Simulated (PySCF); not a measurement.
PySCF input (M06-2X/6-31G* (5d)):

```python
from pyscf import gto, dft

mol = gto.M(
    atom='''
    S     0.00000000    0.00000000    0.00000000
    ''',
    basis='6-31g*',
    charge=-1,
    spin=1,
    symmetry='D2h',
    verbose=4,
)

mf = dft.UKS(mol, xc='m062x')
mf.grids.level = 4
mf.conv_tol = 1e-9
mf.max_cycle = 100
mf.max_memory = 1500
mf.kernel()
if not mf.converged:
    mf = mf.newton()
    mf.kernel(mf.make_rdm1())
mf.dip_moment()
```

**Question.** Predict the final energy.

**Answer.** -398.12176 Eh.
